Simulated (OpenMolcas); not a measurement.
V3+ among 6 point charges of -2 e arranged as an octahedron (Oh), 1.9 Å from the ion.

```
Program             : OpenMolcas 26.06
Method              : CASSCF
Basis               : ANO-RCC-VDZP [5s4p2d1f]
Scalar Hamiltonian  : DKH2, point nucleus
Active space        : 2 electrons in 5 orbitals (3d)
State averaging     : 2S+1 = 3 even, 10 roots; 2S+1 = 1 even, 15 roots
Spin-orbit coupling : RASSI with atomic mean-field integrals over the reference wave functions
```

(1) What is the spin-free ground state (labels of O, the rotations of Oh)?

(2) Where is the first state of the same spin?

(3) What are the lowest two levels with spin-orbit coupling?

(4) What is χT at 300 K, and how does it compare with the textbook value?

(5) Which ligand-field parameters describe the states?

## Answers

(1) 3T1, 3-fold in its orbital part, 98 % from free-ion F terms; it has the highest spin that d2 allows.

(2) 3T2 at 6090 cm-1 above the ground state.

(3) A 2-fold level E, then a 3-fold level T2 14.2 cm-1 above it. Their leading multiplicities are 3 (100 %) and 3 (100 %).

(4) The lowest level has 2S+1 = 3, for which the spin-only value is χT = S(S+1) / 2 = 1.000 cm3 K/mol (g = 2). The computed 0.885 at 300 K differs by -0.115, through orbital momentum, spin-orbit coupling and any other state in reach. With a threefold ground state the orbital momentum is unquenched, so the spin-only value is not expected to hold.

(5) A least-squares ligand-field fit to the states below 45000 cm-1, each weighted by its degeneracy and with a free common offset, gives 10Dq = 7594 cm-1, B = 1073 cm-1 and C = 3985 cm-1 (C/B = 3.71), with an rms deviation of 205 cm-1. 

An orbital triplet at a regular site is open to Jahn-Teller coupling, which can distort the site and quench the lowest spin-orbit gaps and is left out. Without dynamic correlation the repulsion within the d shell is too large (B by tens of per cent), so at a given field states of lower spin stand too high. This field is weak: 10Dq is about 7594 cm-1, while octahedral complexes of 3d ions of charge 3 and more, computed by the same method with explicit ligands, had a median near 15000 cm-1. Ground spin and moment need not be those of a real site. This is an electrostatic model: the charges have no orbitals. No measured value stands beside these numbers.
